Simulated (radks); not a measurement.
Isoelectronic series with 50 electrons, each ion in its NIST ground configuration. All-electron calculation, scalar-relativistic Kohn-Sham, r2SCAN, spin-unpolarised, spherical densities, finite nucleus; meta-GGA in the generalised Kohn-Sham scheme; Fermi nuclear charge, rms radius of each element as measured or else 0.836 A^(1/3) + 0.57 fm. Program: a radial shooting solver on a logarithmic mesh with Libxc functionals. Total energies (hartree) and mean radii <r> (bohr) (* marks an orbital that is empty in some or all of the ions):

| ion | configuration | E (hartree) | 4f* | 5p* | 5s* | 4d | 4p |
|---|---|---|---|---|---|---|---|
| Cs5+ | [Kr] 4d10 5s2 5p2 | -7781.6011 | 1.254 | 1.799 | 1.616 | 0.8290 | 0.7379 |
| Ba6+ | [Kr] 4d10 5s2 5p2 | -8127.6906 | 1.079 | 1.684 | 1.527 | 0.7925 | 0.7135 |
| La7+ | [Kr] 4d10 5s2 5p2 | -8482.3238 | 0.9641 | 1.586 | 1.449 | 0.7594 | 0.6906 |
| Ce8+ | [Kr] 4d10 5s2 5p2 | -8845.5458 | 0.8807 | 1.501 | 1.379 | 0.7294 | 0.6691 |
| Pr9+ | [Kr] 4d10 4f2 5s2 | -9217.2797 | 0.8653 | 1.462 | 1.342 | 0.7141 | 0.6552 |
| Nd10+ | [Kr] 4d10 4f2 5s2 | -9598.3544 | 0.8042 | 1.392 | 1.284 | 0.6883 | 0.6361 |
| Pm11+ | [Kr] 4d10 4f2 5s2 | -9988.2290 | 0.7539 | 1.330 | 1.232 | 0.6644 | 0.6180 |
| Sm12+ | [Kr] 4d10 4f2 5s2 | -10386.9473 | 0.7115 | 1.273 | 1.184 | 0.6422 | 0.6009 |
| Eu13+ | [Kr] 4d10 4f2 5s2 | -10794.6050 | 0.6749 | 1.221 | 1.139 | 0.6214 | 0.5846 |
| Gd14+ | [Kr] 4d10 4f2 5s2 | -11211.2401 | 0.6429 | 1.174 | 1.098 | 0.6020 | 0.5691 |
| Tb15+ | [Kr] 4d10 4f4 | -11637.3515 | 0.6344 | 1.154 | 1.075 | 0.5920 | 0.5594 |
| Dy16+ | [Kr] 4d10 4f4 | -12072.6986 | 0.6070 | 1.112 | 1.039 | 0.5746 | 0.5453 |
| Ho17+ | [Kr] 4d10 4f4 | -12517.3331 | 0.5823 | 1.074 | 1.005 | 0.5582 | 0.5318 |
| Er18+ | [Kr] 4d10 4f4 | -12971.2389 | 0.5600 | 1.038 | 0.9731 | 0.5428 | 0.5190 |
| Tm19+ | [Kr] 4d10 4f4 | -13434.5515 | 0.5397 | 1.005 | 0.9434 | 0.5282 | 0.5067 |
| Yb20+ | [Kr] 4d10 4f4 | -13907.2604 | 0.5210 | 0.9744 | 0.9156 | 0.5143 | 0.4949 |
| Lu21+ | [Kr] 4d10 4f4 | -14389.5095 | 0.5038 | 0.9454 | 0.8893 | 0.5012 | 0.4836 |
| Hf22+ | [Kr] 4d10 4f4 | -14881.4233 | 0.4878 | 0.9181 | 0.8645 | 0.4888 | 0.4729 |
| Ta23+ | [Kr] 4d10 4f4 | -15383.0266 | 0.4730 | 0.8925 | 0.8410 | 0.4770 | 0.4625 |
| W24+ | [Kr] 4d10 4f4 | -15894.4172 | 0.4591 | 0.8683 | 0.8188 | 0.4657 | 0.4526 |
| Re25+ | [Kr] 4d10 4f4 | -16415.7060 | 0.4462 | 0.8454 | 0.7977 | 0.4550 | 0.4431 |

4f drops below 5p between Pr9+ and Nd10+. 4f drops below 5s between Eu13+ and Gd14+.
